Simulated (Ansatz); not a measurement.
Two isomers of C2H6FNSi: A = `C[SiH](F)C=N`, B = `C[SiH2]/N=C/F`.

Computed with Ansatz on PBE0-D4/def2-TZVP structures; ΔE is electronic, products minus reactants. CCSD(T)/CBS is the MP2 limit (def2-TZVPP, def2-QZVPP) plus CCSD(T) − MP2 in def2-TZVPP, frozen cores. Functionals use def2-TZVPP. Each species was taken in one conformer, which may not be the lowest.

Q: Which isomer does CCSD(T)/CBS put lower? Give the gap. (Best estimate.)

A: Computed: A, by 112.6 kJ/mol.

Q: Give E(B) − E(A) in kJ/mol with MP2/def2-TZVPP, B2PLYP, r2SCAN-D4, CCSD(T)/def2-TZVPP, CCSD/def2-TZVPP, PBE-D4, ωB97M-V. (Best estimate.)

A: Computed: MP2/def2-TZVPP 106.2, B2PLYP 101.6, r2SCAN-D4 96.3, CCSD(T)/def2-TZVPP 107.4, CCSD/def2-TZVPP 108.6, PBE-D4 92.0, ωB97M-V 101.3. None reverses the order clearly.

Largest T1 diagnostic: 0.013.

In def2-TZVPP, CCSD(T) changes the Hartree–Fock value by +7.6 kJ/mol (the triples alone add −1.2 kJ/mol) and MP2 by +6.3 kJ/mol. From PBE to PBE0 (25 % exact exchange), in def2-TZVPP and without D4, E(B) − E(A) moves by +3.7 kJ/mol.
